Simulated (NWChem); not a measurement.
## Extrapolating the CCSD(T) correlation energy of FNa

```
Na
F 1 1.8883
```
Charge 0, spin multiplicity 1.

All runs are NWChem calculations. The geometry was optimised at PBE0/def2-SVP, a minimum by its harmonic frequencies.

The correlated methods keep 2 core orbitals frozen. The structure started from a generated list of species. Coupled-cluster values serve here as a point of comparison, not as the truth.

Worked example. The CCSD(T) correlation energy is -209.33 mHa in cc-pVDZ and -294.26 mHa in cc-pVTZ. The form E(X) = E∞ + A/X³ turns the pair into an estimate of the basis-set limit.

E∞ = (3³·(-294.26) − 2³·(-209.33))/(3³ − 2³) = -330.0 mHa. The larger basis holds 89 % of that, at about 6 times the processor time of the smaller one. This is a two-point estimate, and a rough one from so small a pair.
